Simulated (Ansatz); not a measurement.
Program: Ansatz. Geometries: PBE0-D4/def2-TZVP. ΔE: electronic, gas phase. CCSD(T)/CBS adds triple-zeta CCSD(T) − MP2 to the extrapolated MP2 energy (def2 sets, frozen cores). This one scheme is used for every species. One conformer a species, not always the lowest.

Reaction (substitution at a C–Si bond): `C#CC[SiH](F)Cl` + HCl → `C#CCCl` + `F[SiH2]Cl`

```csv
species,CCSD(T)/CBS(def2) energy (Eh)
`C#CC[SiH](F)Cl`,-965.27790
HCl,-460.38127
`C#CCCl`,-575.66445
`F[SiH2]Cl`,-849.96195
```

(1) Work out ΔE.

Largest T1 diagnostic among the species: 0.011.

Answers

(1) ΔE = (-575.66445) + (-849.96195) − (-965.27790) − (-460.38127) = 0.03277 Eh = +20.6 kcal/mol.

From PBE to PBE0 (25 % exact exchange), in def2-TZVPP and without D4, ΔE moves by +1.0 kcal/mol. The D4 term adds +1.9 kcal/mol with B3LYP and +1.1 kcal/mol with PBE0; it sums over pairs of atoms, weighted by their polarisabilities, and B3LYP, whose exchange is more repulsive, gets the larger term.

B3LYP here is the variant with VWN-RPA as its local correlation; programs differ in this.
